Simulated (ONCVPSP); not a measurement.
**u(r) = r·R(r): atom against pseudo-atom (Co)**

Columns: radius, all-electron u(r) and pseudo u(r) of the 3p shell (level -74.47 eV) of cobalt in the configuration [Ne] 3s2 3p6 3d7 4s1; PBE, scalar-relativistic, ONCV scheme, ONCVPSP 4.0.1.

```tsv
r (bohr)	all-electron	pseudo
0.055	-0.3204	0.0223
0.110	-0.5965	0.0865
0.165	-0.5855	0.1873
0.220	-0.3665	0.3164
0.275	-0.0535	0.4628
0.330	0.2720	0.6152
0.385	0.5636	0.7626
0.440	0.8003	0.8954
0.495	0.9766	1.0059
0.550	1.0950	1.0893
0.605	1.1638	1.1439
0.660	1.1915	1.1698
0.715	1.1874	1.1698
0.770	1.1595	1.1475
0.825	1.1145	1.1076
0.880	1.0582	1.0549
0.935	0.9949	0.9936
0.990	0.9280	0.9276
1.045	0.8600	0.8599
1.100	0.7927	0.7926
1.155	0.7273	0.7272
1.210	0.6648	0.6647
1.265	0.6056	0.6056
1.320	0.5503	0.5502
1.375	0.4987	0.4986
1.430	0.4511	0.4510
```

Task: How many radial nodes do the two functions have?

Result: The all-electron 3p function has n − l − 1 = 1; the pseudo-wave has 0, since the states of the same l below it are removed with the core.

Task: At about which radius was the pseudo-wave matched?

Result: 1.10 bohr. The columns agree to 0.0005 from 0.99 bohr on; several derivatives are matched, so the curves merge somewhat inside the radius.

Task: Is the pseudo-wave norm-conserving?

Result: Yes: the ONCV scheme keeps the norm inside the radius equal to the all-electron one, which fixes the energy derivative of the logarithmic derivative at the level.
